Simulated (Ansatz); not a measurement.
One change: `C=C[SiH2]S` becomes `BN[SiH2]C=C`.

Ansatz, PBE0-D4/def2-TZVP geometries, multiplicity 1. Each molecule was computed in one conformer, which needn't be the lowest.

| property | `C=C[SiH2]S` |
| --- | --- |
| zero-point energy (PBE0-D4/def2-TZVP) / kJ/mol | 181.8 |
| HOMO–LUMO gap (B3LYP/def2-TZVPP) / eV | 6.13 |
| LUMO energy (PBE/def2-TZVPP) / eV | -1.78 |
| HOMO energy (PBE/def2-TZVPP) / eV | -6.17 |
| LUMO energy (ωB97M-V/def2-TZVPP) / eV | 1.27 |
| HOMO–LUMO gap (PBE0/def2-TZVPP) / eV | 6.58 |

Q: Give the same properties after the change, and the shifts. (Best estimate.)

A: Ansatz gave: 
```
                                      property  `BN[SiH2]C=C`  shift
zero-point energy (PBE0-D4/def2-TZVP) / kJ/mol          258.7   76.9
         HOMO–LUMO gap (B3LYP/def2-TZVPP) / eV           6.98   0.85
             LUMO energy (PBE/def2-TZVPP) / eV          -1.76   0.02
             HOMO energy (PBE/def2-TZVPP) / eV          -7.01  -0.84
         LUMO energy (ωB97M-V/def2-TZVPP) / eV           1.32   0.05
          HOMO–LUMO gap (PBE0/def2-TZVPP) / eV           7.43   0.85
```

With PBE0 the HOMO falls by 0.80 eV and the LUMO rises by 0.05 eV, so the gap widens by about 0.85 eV. PBE moves the HOMO by -0.84 eV and ωB97M-V by -0.86 eV. The zero-point energy changes by 76.9 kJ/mol with +9 modes.

B3LYP here is the variant with VWN-RPA as its local correlation; programs differ in this.
